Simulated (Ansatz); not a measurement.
A calculation with Ansatz (development build ahead of 0.2.0).

```yaml
crystal:
  periodic: [false, false, false]
  atoms:
    - { symbol: Co, position_ang: [0.0, 0.0, 0.0] }
    - { symbol: H, position_ang: [0.0, 0.0, 1.5327] }
basis:
  gaussian: { orbitals: pcseg-2 }
magnetization:
  initial_magnetization: 2
hamiltonian:
  xc: hf
```

The input is written out in the form of the current development build from the run's settings.

Results

- Converged: yes
- Total energy: -1381.87827 hartree
- Spin squared of the determinant: 2.000
- Stability test: minimum among restricted orbitals

Caution: no unrestricted run beside it, a lower state can exist.
